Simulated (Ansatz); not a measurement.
Calculated with Ansatz (gas phase, PBE0-D4/def2-TZVP geometries, no zero-point term in ΔE). CBS: MP2 limit from def2 TZ/QZ plus the TZ coupled-cluster correction, frozen cores. This one scheme is used for every species. Functionals use def2-TZVPP. B3LYP here is the variant with VWN-RPA as its local correlation; programs differ in this. For Ga outer-core shells are correlated without core-valence functions, which leaves a few kJ/mol of doubt a bond. Scalar relativity is left out up to krypton. Each species was taken in one conformer, which may not be the lowest.

`[OH][Ga]([SiH3])[SH]` + CH₃OH → `C[O][Ga]([OH])[SH]` + SiH₄  (cleavage of the Ga–Si bond)

`[OH][Ga]([SiH3])[SH]`:

```xyz
9

O    -1.090    1.768   -0.264
Ga   -0.397    0.213    0.282
Si    1.391   -0.758   -0.978
S    -1.254   -0.709    2.104
H    -1.803    2.110    0.279
H     1.808   -2.046   -0.364
H     0.947   -1.008   -2.375
H     2.554    0.167   -1.000
H    -2.155    0.264    2.317
```

CH₃OH:

Cartesian coordinates in Å:
```
C 0.350 -0.015 -0.066
O -0.886 -0.420 0.476
H 1.096 -0.739 0.263
H 0.658 0.976 0.289
H 0.343 -0.008 -1.163
H -1.559 0.206 0.201
```

`C[O][Ga]([OH])[SH]`:

Z-matrix (Å, degrees):
```
C
O 1 1.407
H 1 1.095 2 109.5
H 1 1.095 2 110.1 3 118.8
H 1 1.098 2 113.4 3 -120.3
Ga 2 1.774 1 123.3 3 128.0
S 6 2.185 2 122.0 1 -0.8
O 6 1.775 2 117.6 1 179.5
H 7 1.344 6 91.6 2 -179.1
H 8 0.961 6 112.6 2 -0.0
```

SiH₄:

```xyz
5

Si    0.000    0.000    0.000
H     0.680   -0.842    1.016
H     0.738   -0.082   -1.285
H    -0.029    1.410    0.465
H    -1.389   -0.485   -0.195
```

```
             level  ΔE (kJ/mol)  difference from CCSD(T)/CBS
            PBE-D4        -12.7                         16.0
         r2SCAN-D4        -26.7                          2.0
          B3LYP-D4        -27.0                          1.7
           ωB97M-V        -28.3                          0.4
            r2SCAN        -26.4                          2.3
              PBE0        -14.9                         13.8
             B3LYP        -25.6                          3.1
     HF/def2-TZVPP        -43.8                        -15.1
    MP2/def2-TZVPP        -41.1                        -12.4
SCS-MP2/def2-TZVPP        -43.8                        -15.1
   CCSD/def2-TZVPP        -35.7                         -7.0
CCSD(T)/def2-TZVPP        -35.4                         -6.7
     HF/def2-QZVPP        -44.8                        -16.1
SCS-MP2/def2-QZVPP        -40.8                        -12.1
      HF/CBS(def2)        -45.0                        -16.3
     MP2/CBS(def2)        -34.5                         -5.8
       CCSD(T)/CBS        -28.7                            0
```

Largest T1 diagnostic among the species: 0.014.

From PBE to PBE0 (25 % exact exchange), in def2-TZVPP and without D4, ΔE moves by −3.1 kJ/mol.

CCSD(T)/CBS has its own doubt, a few kJ/mol and more with outer-core shells, so smaller differences from it don't rank the levels.
